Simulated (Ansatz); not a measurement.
Relaxation of a periodic cell of 33 atoms, Al$_{32}$Cu (host Al, host structure fcc, interstitial Cu), to a largest force component of 0.03 eV/Å in at most 60 steps.

These are results of DFT PBE-D3(BJ), scalar-relativistic, plane waves, PAW in Ansatz, not measurements. Settings: PAW set soft_1, cutoff 420 eV, k mesh 2x2x2, fermi-dirac smearing 0.05 eV, no spin polarisation.

```xyz
33
Lattice="8.1000 0.0000 0.0000 0.0000 8.1000 0.0000 0.0000 0.0000 8.1000" Properties=species:S:1:pos:R:3
Al 4.050 0.000 0.000
Al 6.075 2.025 0.000
Al 6.075 0.000 2.025
Al 0.000 0.000 0.000
Al 2.025 2.025 0.000
Al 4.050 4.050 0.000
Al 6.075 6.075 0.000
Al 2.025 0.000 2.025
Al 4.050 2.025 2.025
Al 6.075 4.050 2.025
Al 4.050 0.000 4.050
Al 6.075 2.025 4.050
Al 6.075 0.000 6.075
Al 0.000 4.050 0.000
Al 2.025 6.075 0.000
Al 0.000 2.025 2.025
Al 2.025 4.050 2.025
Al 4.050 6.075 2.025
Al 0.000 0.000 4.050
Al 2.025 2.025 4.050
Al 4.050 4.050 4.050
Al 6.075 6.075 4.050
Al 2.025 0.000 6.075
Al 4.050 2.025 6.075
Al 6.075 4.050 6.075
Al 0.000 6.075 2.025
Al 0.000 4.050 4.050
Al 2.025 6.075 4.050
Al 0.000 2.025 6.075
Al 2.025 4.050 6.075
Al 4.050 6.075 6.075
Al 0.000 6.075 6.075
Cu 2.095 4.058 0.055
```

Problem. Where does it end, and by what steps?

Solution. The run converged. The force dipped under the threshold on the way, but the program's further checks kept it going. Limits of this set-up: coarse k mesh. After 4 steps the energy has fallen by 4.298 eV; Al6 moved furthest, 0.34 Å.

| step | energy less start (eV) | largest force component (eV/Å) | accepted |
| --- | --- | --- | --- |
| 0 | 0.0000 | 6.582 | yes |
| 1 | -3.5922 | 1.868 | yes |
| 2 | -4.2146 | 0.530 | yes |
| 3 | -4.2980 | 0.023 | yes |
| 4 | -4.2980 | 0.023 | yes |

```xyz
33
Lattice="8.1000 0.0000 0.0000 0.0000 8.1000 0.0000 0.0000 0.0000 8.1000" Properties=species:S:1:pos:R:3
Al 4.130 0.001 0.001
Al 6.080 1.945 0.002
Al 6.076 0.000 2.050
Al -0.079 0.001 0.002
Al 2.023 1.699 -0.002
Al 4.388 4.049 -0.002
Al 6.080 6.155 0.002
Al 2.027 0.001 2.105
Al 4.079 1.998 2.054
Al 6.080 4.050 2.105
Al 4.075 0.000 4.051
Al 6.076 2.002 4.051
Al 6.076 0.000 6.053
Al -0.316 4.050 -0.002
Al 2.023 6.404 -0.002
Al -0.028 1.995 2.057
Al 2.022 4.050 2.361
Al 4.079 6.102 2.053
Al -0.022 0.000 4.051
Al 2.027 1.945 4.054
Al 4.130 4.050 4.054
Al 6.076 6.099 4.051
Al 2.027 0.001 5.996
Al 4.082 1.996 6.048
Al 6.080 4.050 5.996
Al -0.027 6.105 2.056
Al -0.079 4.050 4.054
Al 2.027 6.155 4.054
Al -0.030 1.993 6.045
Al 2.023 4.050 5.756
Al 4.081 6.104 6.048
Al -0.029 6.107 6.045
Cu 2.039 4.052 0.011
```

Run time: 39 s on 2 threads of Arm Neoverse V2 (shared host), peak memory 1.1 GiB.
